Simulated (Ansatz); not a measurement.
`PO[AsH2]` + `N=C(F)F` → `FC(F)=NP` + `O[AsH2]` at 500 K and 1 bar (ligand exchange at a P–O bond).

Isolated molecules relaxed with PBE0-D4/def2-TZVP in Ansatz; ΔE leaves out vibrations. CCSD(T)/CBS adds triple-zeta CCSD(T) − MP2 to the extrapolated MP2 energy (def2 sets, frozen cores). For As outer-core shells are correlated without core-valence functions, which leaves a few kJ/mol of doubt a bond. Scalar relativity is left out up to krypton. Each species was taken in one conformer, which may not be the lowest.

```csv
species,CCSD(T)/CBS energy (Eh),H − E (kJ/mol),S (J/(mol·K))
`PO[AsH2]`,-2653.50583,133.7,376.6
`N=C(F)F`,-292.91376,92.9,298.1
`FC(F)=NP`,-634.44314,125.5,363.1
`O[AsH2]`,-2311.97217,101.4,296.8
```

H − E and S are ideal-gas, rigid-rotor, harmonic terms from PBE0-D4/def2-TZVP, for one conformer and one mirror image of each species. 1 Eh = 2625.50 kJ/mol, R = 8.31446 J/(mol·K).

Problem. By hand: ΔE, ΔH, ΔS and ΔG.

Solution. ΔE = (-634.44314) + (-2311.97217) − (-2653.50583) − (-292.91376) = 0.00428 Eh = 11.2 kJ/mol. Δ(H − E) = 125.5 + 101.4 − 133.7 − 92.9 = 0.3, so ΔH = 11.5 kJ/mol. ΔS = 363.1 + 296.8 − 376.6 − 298.1 = -14.8 J/(mol·K). ΔG = 11.5 − 500 × (-14.8)/1000 = 18.9 kJ/mol.

Problem. By hand: the equilibrium constant, and the temperature at which ΔG would vanish if ΔH and ΔS stayed fixed.

Solution. log₁₀ K = −ΔG/(RT ln 10) = -2.0. ΔH and −TΔS have one sign here, so there is no such temperature.

TΔS isn't small against ΔH here. A doubt of 5 kJ/mol in ΔE shifts log₁₀ K by 0.5 here. Other conformers and mirror images would add mixing entropy, several J/(mol·K) or more a flexible species. Modes under 60 cm⁻¹, often nearly free rotors, make the harmonic entropy too high. These are equilibria of isolated gas molecules and say nothing of rates. Largest T1 diagnostic: 0.014 (customary marks: 0.02 for closed shells, 0.045 for open ones).
